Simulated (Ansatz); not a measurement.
Relaxation of ClFH$_{6}$OSi$_{2}$ (11 atoms, charge 0, multiplicity 1), to a largest force component of 0.03 eV/Å in at most 50 steps.

These are results of RKS r2SCAN/def2-SVP in Ansatz, not measurements.

```xyz
11
Properties=species:S:1:pos:R:3:forces:R:3
Si 0.472 0.106 -0.013 0.07 -0.03 0.55
Cl 0.483 0.051 2.097 0.01 0.01 -0.57
H 1.902 0.184 -0.402 0.01 0.00 0.00
F -0.224 1.460 -0.543 -0.01 0.01 0.01
H -0.182 -1.106 -0.549 0.00 0.02 0.00
O -2.297 -0.031 0.770 0.16 -0.14 0.76
Si -3.477 -0.976 0.055 -0.01 -0.01 -0.01
H -2.995 -2.370 -0.198 0.00 0.00 0.01
H -4.706 -1.058 0.902 0.00 0.01 0.01
H -3.794 -0.321 -1.240 0.00 0.00 -0.01
H -2.044 -0.217 1.702 -0.22 0.14 -0.76
```

Where does it end, and by what steps?

It converged. The force dipped under the threshold on the way, but the program's further checks kept it going. After 17 steps the energy has fallen by 0.037 eV; Cl2 moved furthest, 0.61 Å.

```csv
step,energy less start (eV),largest force component (eV/Å),accepted
0,0.0000,0.760,yes
1,-0.0209,0.227,yes
2,-0.0228,0.115,yes
3,-0.0240,0.040,yes
4,-0.0242,0.020,yes
5,-0.0252,0.037,yes
6,-0.0262,0.055,yes
7,-0.0274,0.088,yes
8,-0.0286,0.080,yes
9,-0.0302,0.078,yes
10,-0.0303,0.121,yes
11,-0.0318,0.101,yes
12,-0.0331,0.053,yes
13,-0.0337,0.024,yes
14,-0.0337,0.134,yes
15,-0.0347,0.061,yes
16,-0.0353,0.010,yes
17,-0.0367,0.026,yes
```

```xyz
11
Properties=species:S:1:pos:R:3
Si 0.583 0.171 -0.032
Cl 0.418 -0.526 1.913
H 2.036 0.259 -0.313
F -0.010 1.670 -0.104
H -0.124 -0.731 -0.965
O -2.385 0.052 0.565
Si -3.552 -1.063 0.122
H -3.105 -2.470 0.364
H -4.828 -0.847 0.871
H -3.782 -0.855 -1.331
H -2.114 0.062 1.493
```

Whether the end is a true minimum wasn't checked by a vibrational analysis.

Run time: 43 s on 4 threads of Arm Neoverse V2 (shared host), peak memory 0.19 GiB.
